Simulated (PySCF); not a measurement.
Computed IR spectrum (relative IR intensity) of a molecule C3H3N2, multiplicity 2. Coordinates come from a PBE-D3(BJ)/def2-SVP optimisation. The values are those of a single conformer. Computed with PySCF with PBE-D3(BJ)/def2-SVP. No scaling factor is applied to the harmonic values.

```
ν (cm⁻¹)  relative intensity
--------  ------------------
476                       44
600                       32
617                       32
714                       81
766                       80
820                     10.0
1038                      37
1056                      38
1141                      16
1173                      20
1313                     4.1
1368                      20
1490                     4.0
1602                      72
3179                     4.3
3204                     2.3
3573                     100
```

Identify the compound among the candidates.
A) [c]1ncc[nH]1
B) C1=CN=C[N]1
C) [c]1ccn[nH]1
D) C1=C[N]N=C1

A, [c]1ncc[nH]1
